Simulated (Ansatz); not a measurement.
Isomers of C2H6S, B3LYP-D3(BJ)/def2-TZVP minima from an xTB search, which can miss the lowest.
Isomer 1, SMILES CCS (charge 0, multiplicity 1):
```xyz
9

C     -0.91775    -0.30063    -0.08285
C      0.32260     0.56824    -0.21928
S      1.60610     0.24300     1.04338
H     -1.66080    -0.02604    -0.83631
H     -1.36684    -0.18764     0.90414
H     -0.67358    -1.35531    -0.22193
H      0.76944     0.47100    -1.20853
H      0.07615     1.62181    -0.07979
H      1.84467    -1.03444     0.70116
```
Isomer 2, SMILES CSC (charge 0, multiplicity 1, Z-matrix in Å and degrees):
```
S
C 1 1.8111
H 2 1.0891 1 107.18
H 2 1.0906 3 108.89 1 -120.22
H 2 1.0906 3 108.89 4 -119.55
C 1 1.8111 2 99.32 3 180.00
H 6 1.0891 1 107.18 2 180.00
H 6 1.0906 7 108.89 1 120.22
H 6 1.0906 7 108.89 8 119.55
```

Frozen-core correlation. MP2 and its Hartree–Fock in cc-pV(Q+d)Z are density fitted.

The values were computed with Ansatz (a first-principles code) with Gaussian orbitals. Each number belongs to the level named beside it.

The energy of isomer 2 above isomer 1 is E(isomer 2) − E(isomer 1). Total energies (hartree):

```
level                    isomer 2      isomer 1
-------------------  ------------  ------------
HF/cc-pV(T+d)Z       -476.8043813  -476.8073454
MP2/cc-pV(T+d)Z      -477.3429607  -477.3458018
HF/cc-pV(Q+d)Z       -476.8132290  -476.8161517
MP2/cc-pV(Q+d)Z      -477.3894489  -477.3918453
CCSD(T)/cc-pV(T+d)Z  -477.4094588  -477.4128891
```

**Question.** Work out the energy of isomer 2 above isomer 1 at the basis-set limit: extrapolate the MP2 correlation part as X⁻³, take Hartree–Fock from the larger set, and add the CCSD(T) − MP2 difference of cc-pV(T+d)Z.

**Answer.** 
1. Differences (1 hartree = 627.509 kcal/mol): HF/cc-pV(T+d)Z 1.860; MP2/cc-pV(T+d)Z 1.783; HF/cc-pV(Q+d)Z 1.834; MP2/cc-pV(Q+d)Z 1.504; CCSD(T)/cc-pV(T+d)Z 2.153.
2. Correlation parts, MP2 less HF: -0.077 in cc-pV(T+d)Z (X = 3), -0.330 in cc-pV(Q+d)Z (X = 4).
3. Limit (4³·(-0.330) − 3³·(-0.077))/(4³ − 3³) = -0.515; with HF/cc-pV(Q+d)Z it gives 1.319.
4. CCSD(T) less MP2 in cc-pV(T+d)Z: 0.370.
Result: 1.69 kcal/mol, against 1.78 at MP2/cc-pV(T+d)Z. It is an estimate of this method's limit, not of the exact value.
